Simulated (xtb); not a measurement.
H6PSi2, doublet, geometry from GFN2-xTB, atoms displaced at random by about 0.02 Å a coordinate; GFN2-xTB (xtb).

xtb was given this input:
```
$ xtb mol.xyz --gfn 2 --uhf 1 --opt vtight --json

# file mol.xyz
9

Si     1.71792976    -0.02712913     0.41034912
P      0.01394898    -0.34750951    -0.97619568
Si    -1.72402074     0.30243091     0.38918670
H      2.89888379    -0.44095124    -0.36198352
H      1.83019225     1.38695456     0.80212248
H      1.57518500    -0.85087439     1.62709058
H     -1.78143870    -0.58699670     1.54802193
H     -2.91030211     0.19370256    -0.43987987
H     -1.54510681     1.65967091     0.81698776
```

What does xtb print? Leave out banner, timings and long lists.


```
   ID    Z sym.   atoms
    1   14 Si     1, 3
    2   15 P      2
    3    1 H      4-9

           -------------------------------------------------
          |                Calculation Setup                |
           -------------------------------------------------

           -------------------------------------------------
          |                 G F N 2 - x T B                 |
           -------------------------------------------------

          ...................................................
          :                      SETUP                      :
          :.................................................:
          :  # basis functions                  36          :
          :  # atomic orbitals                  33          :
          :  # shells                           15          :
          :  # electrons                        19          :
          :  max. iterations                   250          :
          :  Hamiltonian                  GFN2-xTB          :
          :  restarted?                      false          :
          :  GBSA solvation                  false          :
          :  PC potential                    false          :
          :  electronic temp.          300.0000000     K    :
          :  accuracy                    1.0000000          :
          :  -> integral cutoff          0.2500000E+02      :
          :  -> integral neglect         0.1000000E-07      :
          :  -> SCF convergence          0.1000000E-05 Eh   :
          :  -> wf. convergence          0.1000000E-03 e    :
          :  Broyden damping             0.4000000          :
          :  net charge                          0          :
          :  unpaired electrons                  1          :
          ...................................................

 iter      E             dE          RMSdq      gap      omega  full diag
   1     -8.9070963 -0.890710E+01  0.921E+00    4.58       0.0  T
   2     -9.0666610 -0.159565E+00  0.315E+00    3.32       1.0  T
   3     -9.0687101 -0.204909E-02  0.202E+00    3.62       1.0  T
   4     -9.0692724 -0.562371E-03  0.539E-01    3.58       1.0  T
   5     -9.0692972 -0.247789E-04  0.406E-01    3.65       1.0  T
   6     -9.0694996 -0.202407E-03  0.860E-02    3.59       1.0  T
   7     -9.0695074 -0.781296E-05  0.357E-02    3.60       1.0  T
   8     -9.0695079 -0.439370E-06  0.238E-02    3.60       1.4  T
   9     -9.0695083 -0.468360E-06  0.103E-02    3.60       3.2  T
  10     -9.0695083  0.495811E-07  0.532E-03    3.60       6.3  T
  11     -9.0695084 -0.656133E-07  0.153E-03    3.60      21.8  T
  12     -9.0695084 -0.208395E-08  0.119E-03    3.60      28.0  T
  13     -9.0695084 -0.358504E-08  0.503E-05    3.60     662.6  T
  14     -9.0695084 -0.170708E-11  0.271E-05    3.60    1230.2  T

   *** convergence criteria satisfied after 14 iterations ***

         :::::::::::::::::::::::::::::::::::::::::::::::::::::
         ::                     SUMMARY                     ::
         :::::::::::::::::::::::::::::::::::::::::::::::::::::
         :: total energy              -8.999442049431 Eh    ::
         :: gradient norm              0.032202326521 Eh/a0 ::
         :: HOMO-LUMO gap              3.598549604738 eV    ::
         ::.................................................::
         :: SCC energy                -9.069504959316 Eh    ::
         :: -> isotropic ES            0.023862505962 Eh    ::
         :: -> anisotropic ES          0.001967310468 Eh    ::
         :: -> anisotropic XC          0.006243335343 Eh    ::
         :: -> dispersion             -0.006486395602 Eh    ::
         :: repulsion energy           0.070062909885 Eh    ::
         :: add. restraining           0.000000000000 Eh    ::
         :: total charge              -0.000000000000 e     ::
         :::::::::::::::::::::::::::::::::::::::::::::::::::::

      -----------------------------------------------------------
[...]
 * total energy  :    -8.9994420 Eh     change       -0.3588241E-12 Eh
 * total energy  :    -9.0000776 Eh     change       -0.6355762E-03 Eh
 * total energy  :    -9.0012807 Eh     change       -0.1203124E-02 Eh
 * total energy  :    -9.0013272 Eh     change       -0.4649182E-04 Eh
 * total energy  :    -9.0013227 Eh     change        0.4541693E-05 Eh
 * total energy  :    -9.0013306 Eh     change       -0.7858702E-05 Eh
 * total energy  :    -9.0013304 Eh     change        0.1272807E-06 Eh
 * total energy  :    -9.0013311 Eh     change       -0.6586666E-06 Eh
 * total energy  :    -9.0013311 Eh     change       -0.4879284E-07 Eh
   *** GEOMETRY OPTIMIZATION CONVERGED AFTER 9 ITERATIONS ***
         :: total energy              -9.001331138433 Eh    ::
[...]
         7        2.0000           -0.4377996             -11.9131
         8        2.0000           -0.3953322             -10.7575
         9        2.0000           -0.3745241             -10.1913
        10        1.0000           -0.3448605              -9.3841 (HOMO)
        11                         -0.2006899              -5.4611 (LUMO)
        12                         -0.1992708              -5.4224
        13                         -0.1920822              -5.2268
        14                         -0.1880375              -5.1168
        15                         -0.1745773              -4.7505
        16                         -0.1658016              -4.5117
        17                         -0.1155956              -3.1455
        18                         -0.0919720              -2.5027
        19                         -0.0906124              -2.4657
        20                         -0.0738107              -2.0085
        21                         -0.0367001              -0.9987
       ...                                ...                  ...
        33                          1.0513343              28.6083
      -------------------------------------------------------------
                  HL-Gap            0.1441705 Eh            3.9231 eV
             Fermi-level           -0.3162337 Eh           -8.6052 eV

     #   Z          covCN         q      C6AA      α(0)
     1  14 Si       3.690     0.448    98.525    19.013
     2  15 P        1.859    -0.349   198.033    26.584
     3  14 Si       3.690     0.448    98.526    19.014
     4   1 H        0.919    -0.088     5.154     3.551
     5   1 H        0.918    -0.093     5.309     3.604
     6   1 H        0.918    -0.093     5.310     3.604
     7   1 H        0.918    -0.092     5.308     3.603
     8   1 H        0.919    -0.088     5.155     3.551
     9   1 H        0.918    -0.093     5.312     3.605

 Mol. C6AA /au·bohr⁶  :       2256.886684
 Mol. C8AA /au·bohr⁸  :     102209.541744
 Mol. α(0) /au        :         86.128991

Wiberg/Mayer (AO) data.
largest (>0.10) Wiberg bond orders for each atom

 ---------------------------------------------------------------------------
     #   Z sym  total        # sym  WBO       # sym  WBO       # sym  WBO
 ---------------------------------------------------------------------------
     1  14 Si   3.728 --     2 P    1.035     4 H    0.888     6 H    0.880
                             5 H    0.880
     2  15 P    2.343 --     3 Si   1.035     1 Si   1.035
     3  14 Si   3.728 --     2 P    1.035     8 H    0.888     9 H    0.880
                             7 H    0.880
     4   1 H    0.992 --     1 Si   0.888
     5   1 H    0.991 --     1 Si   0.880
     6   1 H    0.991 --     1 Si   0.880
     7   1 H    0.991 --     3 Si   0.880
     8   1 H    0.992 --     3 Si   0.888
     9   1 H    0.991 --     3 Si   0.880
 ---------------------------------------------------------------------------

Topologies differ in total number of bonds
Writing topology from bond orders to xtbtopo.mol

molecular dipole:
                 x           y           z       tot (Debye)
 q only:        0.012       0.196       0.573
   full:        0.013       0.211       0.616       1.656
molecular quadrupole (traceless):
                xx          xy          yy          xz          yz          zz
 q only:        2.648      -0.312      -0.668       0.009      -0.507      -1.980
  q+dip:        0.799       0.016       0.906      -0.064      -1.020      -1.705
   full:        1.520       0.006       1.359      -0.103      -1.651      -2.878

optimized geometry written to: xtbopt.xyz

           -------------------------------------------------
          | TOTAL ENERGY               -9.001331138433 Eh   |
          | GRADIENT NORM               0.000045403112 Eh/α |
          | HOMO-LUMO GAP               3.923079165891 eV   |
           -------------------------------------------------

normal termination of xtb
```
